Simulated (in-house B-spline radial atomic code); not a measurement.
## Binding energies in Xe

NIST's tabulated ground configuration is [Kr] 4d10 5s2 5p6; each binding energy is the energy of the ion with one electron taken from that subshell, relaxed, less that of the parent. Level of theory: Dirac-Hartree-Fock, average of configuration, Fermi nucleus of rms radius 4.7859 fm; calculated with an all-electron radial atomic-structure program (B-spline basis). Energies include first-order Breit, QED and recoil terms.

```csv
subshell,X-ray name,binding energy (eV),-ε (eV),relaxation (eV)
2s,L1,5458.9,5509.4,37.4
2p1/2,L2,5107.6,5161.4,41.0
2p3/2,L3,4787.1,4835.6,39.6
3s,M1,1151.4,1170.4,16.8
3p1/2,M2,1005.5,1024.8,17.3
3p3/2,M3,943.3,961.2,16.7
3d3/2,M4,689.2,708.1,18.5
3d5/2,M5,676.5,694.9,18.2
4s,N1,222.6,229.4,6.4
4p1/2,N2,169.2,175.6,6.1
4p3/2,N3,156.8,162.8,5.9
4d3/2,N4,68.49,73.78,5.31
4d5/2,N5,66.52,71.67,5.22
5s,O1,26.43,27.49,1.02
5p1/2,O2,12.54,13.40,0.84
5p3/2,O3,11.23,11.97,0.74
```

Relaxation = -ε minus the binding energy without Breit, QED and recoil terms.

Emission lines follow as differences of binding energies, with λ = 12398.42 eV·Å / E:

```
 line          holes  energy (eV)  wavelength (Å)
L3-M5  2p3/2 → 3d5/2       4110.6          3.0162
L2-M4  2p1/2 → 3d3/2       4418.4          2.8061
L1-M3     2s → 3p3/2       4515.6          2.7457
L3-M1     2p3/2 → 3s       3635.7          3.4102
L2-N4  2p1/2 → 4d3/2       5039.1          2.4604
```

Q: What does it cost to remove both a 4p1/2 and a 5s electron?

A: 208.04 eV, which is 12.45 eV more than the two single binding energies together.

Q: What does it cost to remove both a 3s and a 3p1/2 electron?

A: 2196.8 eV, which is 39.93 eV more than the two single binding energies together.

Q: What does it cost to remove two 2s electrons?

A: 11061 eV, which is 143.6 eV more than the two single binding energies together.
